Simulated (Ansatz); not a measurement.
**Nudged elastic band run: H2S2Te**

Input:

```yaml
crystal:
  periodic: [false, false, false]
  atoms:
    - { symbol: S, position_ang: [-1.541106, -0.935802, 0.190725] }
    - { symbol: S, position_ang: [-0.615231, 0.943521, 0.120911] }
    - { symbol: Te, position_ang: [1.772621, 0.63743, -0.38921] }
    - { symbol: H, position_ang: [-1.8641, -1.041225, -1.12468] }
    - { symbol: H, position_ang: [2.247806, 0.396076, 1.202254] }
magnetization:
  spin_polarized: true
basis:
  gaussian: { orbitals: def2-SVP }
hamiltonian:
  xc: b3lyp
neb:
  order_check: false
  images: 5
  f_tol: 0.03
  max_iterations: 60
  optimiser: fire
  climbing: immediate
  final_atoms:
    - { symbol: S, position_ang: [-1.07159559, -1.20492138, 0.19342401] }
    - { symbol: S, position_ang: [0.18072283, 0.70751696, 0.25356667] }
    - { symbol: Te, position_ang: [2.10358559, 0.84575089, -1.18431462] }
    - { symbol: H, position_ang: [-1.91583479, -0.64439722, -0.70401019] }
    - { symbol: H, position_ang: [0.70311195, 0.29605075, 1.44133414] }
  initial_path:
    images:
      - { positions_ang: [[-1.541106, -0.935802, 0.190725], [-0.615231, 0.943521, 0.120911], [1.772621, 0.63743, -0.38921], [-1.8641, -1.041225, -1.12468], [2.247806, 0.396076, 1.202254]] }
      - { positions_ang: [[-1.44901926, -0.97160859, 0.17219048], [-0.47841752, 0.85696568, 0.22009194], [1.8425687, 0.54890816, -0.4336254], [-1.86606752, -0.93091515, -1.08693493], [1.9509256, 0.4966499, 1.12827791]] }
      - { positions_ang: [[-1.35693251, -1.00741517, 0.15365596], [-0.34160405, 0.77041036, 0.31927288], [1.91251639, 0.46038632, -0.4780408], [-1.86803503, -0.8206053, -1.04918987], [1.6540452, 0.5972238, 1.05430182]] }
      - { positions_ang: [[-1.26484577, -1.04322176, 0.13512144], [-0.20479057, 0.68385504, 0.41845382], [1.98246409, 0.37186448, -0.52245619], [-1.87000255, -0.71029546, -1.0114448], [1.3571648, 0.6977977, 0.98032574]] }
      - { positions_ang: [[-1.20042904, -1.09712163, 0.15455563], [-0.0762861, 0.69174235, 0.36349144], [2.02283792, 0.52982662, -0.74307567], [-1.88527996, -0.68832938, -0.9089666], [1.13914718, 0.56388205, 1.1339952]] }
      - { positions_ang: [[-1.13601231, -1.15102151, 0.17398982], [0.05221837, 0.69962965, 0.30852905], [2.06321176, 0.68778875, -0.96369514], [-1.90055738, -0.6663633, -0.8064884], [0.92112957, 0.4299664, 1.28766467]] }
      - { positions_ang: [[-1.07159559, -1.20492138, 0.19342401], [0.18072283, 0.70751696, 0.25356667], [2.10358559, 0.84575089, -1.18431462], [-1.91583479, -0.64439722, -0.70401019], [0.70311195, 0.29605075, 1.44133414]] }
```

Launched with:

```bash
$ ansatz run input.yaml --threads 2 --pin off --max-ram 3072MiB --backend cpu --events-out ev --progress --plain --runs-dir out
```

Output, in part (warnings, iteration lines, the closing report on the highest movable image, with atoms numbered from 0):

```
NEB end point (image 0): max|allowed force component| = 3.756e-3 eV/Å (the criterion of neb.relax_end_points is 1.000e-2)
NEB end point (image 6): max|allowed force component| = 9.778e-3 eV/Å (the criterion of neb.relax_end_points is 1.000e-2)
NEB iter   1: max|band force component| = 2.751e0 eV/Å  barrier→ = 1.8140 eV  barrier← = 0.9211 eV  CI = image 4  Δτ_max = 0.0419 Å  (269 SCF iters)
NEB iter   2: max|band force component| = 1.410e0 eV/Å  barrier→ = 1.6944 eV  barrier← = 0.8014 eV  CI = image 4  Δτ_max = 0.0653 Å  (180 SCF iters)
NEB iter   3: max|band force component| = 8.973e-1 eV/Å  barrier→ = 1.6197 eV  barrier← = 0.7268 eV  CI = image 4  Δτ_max = 0.0032 Å  (188 SCF iters)
NEB iter   4: max|band force component| = 8.123e-1 eV/Å  barrier→ = 1.6157 eV  barrier← = 0.7228 eV  CI = image 4  Δτ_max = 0.0062 Å  (157 SCF iters)
NEB iter   5: max|band force component| = 6.603e-1 eV/Å  barrier→ = 1.6093 eV  barrier← = 0.7164 eV  CI = image 4  Δτ_max = 0.0085 Å  (175 SCF iters)
NEB iter   6: max|band force component| = 6.326e-1 eV/Å  barrier→ = 1.6029 eV  barrier← = 0.7100 eV  CI = image 4  Δτ_max = 0.0109 Å  (188 SCF iters)
NEB iter   7: max|band force component| = 6.045e-1 eV/Å  barrier→ = 1.5981 eV  barrier← = 0.7052 eV  CI = image 4  Δτ_max = 0.0132 Å  (193 SCF iters)
NEB iter   8: max|band force component| = 5.680e-1 eV/Å  barrier→ = 1.5940 eV  barrier← = 0.7011 eV  CI = image 4  Δτ_max = 0.0021 Å  (193 SCF iters)
NEB iter   9: max|band force component| = 5.629e-1 eV/Å  barrier→ = 1.5923 eV  barrier← = 0.6993 eV  CI = image 4  Δτ_max = 0.0041 Å  (156 SCF iters)
NEB iter  10: max|band force component| = 5.528e-1 eV/Å  barrier→ = 1.5893 eV  barrier← = 0.6964 eV  CI = image 4  Δτ_max = 0.0062 Å  (159 SCF iters)
NEB iter  11: max|band force component| = 5.376e-1 eV/Å  barrier→ = 1.5860 eV  barrier← = 0.6931 eV  CI = image 4  Δτ_max = 0.0082 Å  (162 SCF iters)
NEB iter  12: max|band force component| = 5.169e-1 eV/Å  barrier→ = 1.5824 eV  barrier← = 0.6895 eV  CI = image 4  Δτ_max = 0.0102 Å  (178 SCF iters)
NEB iter  13: max|band force component| = 4.909e-1 eV/Å  barrier→ = 1.5783 eV  barrier← = 0.6853 eV  CI = image 4  Δτ_max = 0.0118 Å  (158 SCF iters)
NEB iter  14: max|band force component| = 4.604e-1 eV/Å  barrier→ = 1.5730 eV  barrier← = 0.6801 eV  CI = image 4  Δτ_max = 0.0148 Å  (157 SCF iters)
NEB iter  15: max|band force component| = 4.225e-1 eV/Å  barrier→ = 1.5657 eV  barrier← = 0.6728 eV  CI = image 4  Δτ_max = 0.0182 Å  (169 SCF iters)
NEB iter  16: max|band force component| = 3.779e-1 eV/Å  barrier→ = 1.5567 eV  barrier← = 0.6638 eV  CI = image 4  Δτ_max = 0.0222 Å  (172 SCF iters)
NEB iter  17: max|band force component| = 3.285e-1 eV/Å  barrier→ = 1.5468 eV  barrier← = 0.6538 eV  CI = image 4  Δτ_max = 0.0265 Å  (179 SCF iters)
NEB iter  18: max|band force component| = 3.473e-1 eV/Å  barrier→ = 1.5357 eV  barrier← = 0.6428 eV  CI = image 4  Δτ_max = 0.0307 Å  (178 SCF iters)
NEB iter  19: max|band force component| = 3.968e-1 eV/Å  barrier→ = 1.5233 eV  barrier← = 0.6304 eV  CI = image 4  Δτ_max = 0.0351 Å  (187 SCF iters)
NEB iter  20: max|band force component| = 4.358e-1 eV/Å  barrier→ = 1.5114 eV  barrier← = 0.6185 eV  CI = image 4  Δτ_max = 0.0393 Å  (188 SCF iters)
NEB iter  21: max|band force component| = 4.443e-1 eV/Å  barrier→ = 1.5014 eV  barrier← = 0.6084 eV  CI = image 4  Δτ_max = 0.0447 Å  (189 SCF iters)
NEB iter  22: max|band force component| = 4.094e-1 eV/Å  barrier→ = 1.4921 eV  barrier← = 0.5992 eV  CI = image 4  Δτ_max = 0.0573 Å  (189 SCF iters)
NEB iter  23: max|band force component| = 3.437e-1 eV/Å  barrier→ = 1.4865 eV  barrier← = 0.5935 eV  CI = image 4  Δτ_max = 0.0705 Å  (186 SCF iters)
NEB iter  24: max|band force component| = 3.585e-1 eV/Å  barrier→ = 1.4835 eV  barrier← = 0.5905 eV  CI = image 4  Δτ_max = 0.0830 Å  (184 SCF iters)
NEB iter  25: max|band force component| = 4.710e-1 eV/Å  barrier→ = 1.4849 eV  barrier← = 0.5920 eV  CI = image 4  Δτ_max = 0.0167 Å  (201 SCF iters)
NEB iter  26: max|band force component| = 4.353e-1 eV/Å  barrier→ = 1.4833 eV  barrier← = 0.5904 eV  CI = image 4  Δτ_max = 0.0154 Å  (185 SCF iters)
NEB iter  27: max|band force component| = 4.109e-1 eV/Å  barrier→ = 1.4823 eV  barrier← = 0.5894 eV  CI = image 4  Δτ_max = 0.0299 Å  (163 SCF iters)
NEB iter  28: max|band force component| = 3.598e-1 eV/Å  barrier→ = 1.4810 eV  barrier← = 0.5881 eV  CI = image 4  Δτ_max = 0.0419 Å  (171 SCF iters)
NEB iter  29: max|band force component| = 2.809e-1 eV/Å  barrier→ = 1.4791 eV  barrier← = 0.5861 eV  CI = image 4  Δτ_max = 0.0506 Å  (174 SCF iters)
NEB iter  30: max|band force component| = 2.770e-1 eV/Å  barrier→ = 1.4773 eV  barrier← = 0.5844 eV  CI = image 4  Δτ_max = 0.0546 Å  (167 SCF iters)
NEB iter  31: max|band force component| = 1.825e-1 eV/Å  barrier→ = 1.4754 eV  barrier← = 0.5825 eV  CI = image 4  Δτ_max = 0.0539 Å  (178 SCF iters)
NEB iter  32: max|band force component| = 1.278e-1 eV/Å  barrier→ = 1.4736 eV  barrier← = 0.5807 eV  CI = image 4  Δτ_max = 0.0043 Å  (185 SCF iters)
NEB iter  33: max|band force component| = 1.008e-1 eV/Å  barrier→ = 1.4733 eV  barrier← = 0.5804 eV  CI = image 4  Δτ_max = 0.0074 Å  (155 SCF iters)
NEB iter  34: max|band force component| = 9.017e-2 eV/Å  barrier→ = 1.4729 eV  barrier← = 0.5800 eV  CI = image 4  Δτ_max = 0.0108 Å  (159 SCF iters)
NEB iter  35: max|band force component| = 1.066e-1 eV/Å  barrier→ = 1.4723 eV  barrier← = 0.5794 eV  CI = image 4  Δτ_max = 0.0136 Å  (170 SCF iters)
NEB iter  36: max|band force component| = 9.503e-2 eV/Å  barrier→ = 1.4716 eV  barrier← = 0.5787 eV  CI = image 4  Δτ_max = 0.0030 Å  (163 SCF iters)
NEB iter  37: max|band force component| = 6.932e-2 eV/Å  barrier→ = 1.4714 eV  barrier← = 0.5785 eV  CI = image 4  Δτ_max = 0.0048 Å  (165 SCF iters)
NEB iter  38: max|band force component| = 6.676e-2 eV/Å  barrier→ = 1.4711 eV  barrier← = 0.5782 eV  CI = image 4  Δτ_max = 0.0066 Å  (154 SCF iters)
NEB iter  39: max|band force component| = 6.158e-2 eV/Å  barrier→ = 1.4706 eV  barrier← = 0.5777 eV  CI = image 4  Δτ_max = 0.0082 Å  (155 SCF iters)
NEB iter  40: max|band force component| = 5.970e-2 eV/Å  barrier→ = 1.4700 eV  barrier← = 0.5771 eV  CI = image 4  Δτ_max = 0.0094 Å  (157 SCF iters)
NEB iter  41: max|band force component| = 4.958e-2 eV/Å  barrier→ = 1.4694 eV  barrier← = 0.5764 eV  CI = image 4  Δτ_max = 0.0094 Å  (155 SCF iters)
NEB iter  42: max|band force component| = 4.243e-2 eV/Å  barrier→ = 1.4686 eV  barrier← = 0.5757 eV  CI = image 4  Δτ_max = 0.0118 Å  (153 SCF iters)
NEB iter  43: max|band force component| = 5.795e-2 eV/Å  barrier→ = 1.4678 eV  barrier← = 0.5748 eV  CI = image 4  Δτ_max = 0.0144 Å  (157 SCF iters)
NEB iter  44: max|band force component| = 5.092e-2 eV/Å  barrier→ = 1.4668 eV  barrier← = 0.5739 eV  CI = image 4  Δτ_max = 0.0026 Å  (164 SCF iters)
NEB iter  45: max|band force component| = 4.914e-2 eV/Å  barrier→ = 1.4667 eV  barrier← = 0.5738 eV  CI = image 4  Δτ_max = 0.0006 Å  (165 SCF iters)
NEB iter  46: max|band force component| = 4.684e-2 eV/Å  barrier→ = 1.4667 eV  barrier← = 0.5738 eV  CI = image 4  Δτ_max = 0.0011 Å  (138 SCF iters)
NEB iter  47: max|band force component| = 4.300e-2 eV/Å  barrier→ = 1.4667 eV  barrier← = 0.5737 eV  CI = image 4  Δτ_max = 0.0005 Å  (154 SCF iters)
NEB iter  48: max|band force component| = 4.253e-2 eV/Å  barrier→ = 1.4666 eV  barrier← = 0.5737 eV  CI = image 4  Δτ_max = 0.0010 Å  (133 SCF iters)
NEB iter  49: max|band force component| = 4.152e-2 eV/Å  barrier→ = 1.4666 eV  barrier← = 0.5737 eV  CI = image 4  Δτ_max = 0.0014 Å  (137 SCF iters)
NEB iter  50: max|band force component| = 3.981e-2 eV/Å  barrier→ = 1.4665 eV  barrier← = 0.5736 eV  CI = image 4  Δτ_max = 0.0019 Å  (141 SCF iters)
NEB iter  51: max|band force component| = 3.729e-2 eV/Å  barrier→ = 1.4664 eV  barrier← = 0.5735 eV  CI = image 4  Δτ_max = 0.0023 Å  (141 SCF iters)
NEB iter  52: max|band force component| = 3.396e-2 eV/Å  barrier→ = 1.4663 eV  barrier← = 0.5734 eV  CI = image 4  Δτ_max = 0.0027 Å  (143 SCF iters)
NEB iter  53: max|band force component| = 3.012e-2 eV/Å  barrier→ = 1.4662 eV  barrier← = 0.5733 eV  CI = image 4  Δτ_max = 0.0033 Å  (149 SCF iters)
NEB iter  54: max|band force component| = 2.866e-2 eV/Å  barrier→ = 1.4661 eV  barrier← = 0.5731 eV  CI = image 4  Δτ_max = 0.0000 Å  (366 SCF iters)
Total energy: -28991.58336203 eV, -1065.4210373536 hartree
Atom 0 at    -1.324785    -0.965865     0.320039 Å, force    -0.009935     0.009058     0.007679 eV/Å
Atom 1 at    -0.197846     0.839347     0.477411 Å, force     0.001050     0.002050     0.012731 eV/Å
Atom 2 at     2.069858     0.620227    -0.771006 Å, force    -0.016106    -0.003682    -0.011690 eV/Å
Atom 3 at    -1.656928    -0.791153    -0.983186 Å, force     0.026843    -0.002519    -0.010173 eV/Å
Atom 4 at     1.109691     0.297444     0.956741 Å, force    -0.001850    -0.004907     0.001453 eV/Å
Dipole moment:    -0.357347    -0.106872     0.015311 e Å
```

It converged. Another band between the same ends (5 images) ends at a top of the same energy, where a vibrational analysis finds 1 clearly imaginary mode. The orbitals stay closed-shell, which can raise the energy where a bond breaks towards radicals; this wasn't checked here.

Final band (atoms are numbered from 1 in the order of the input):

```csv
image,path coordinate (Å),energy (kcal/mol),Te3–H5 (Å),S2–H5 (Å)
0,0.00,0.0,1.68,3.11
1,0.41,1.6,1.67,2.89
2,0.81,10.2,1.65,2.45
3,1.21,25.1,1.72,1.98
4,1.61,33.8,2.00,1.49
5,2.19,24.9,2.65,1.35
6,2.77,20.6,3.03,1.36
```

Run time: 9.5 min on 2 threads of Arm Neoverse V2, with other jobs on the host, peak memory 0.23 GiB.
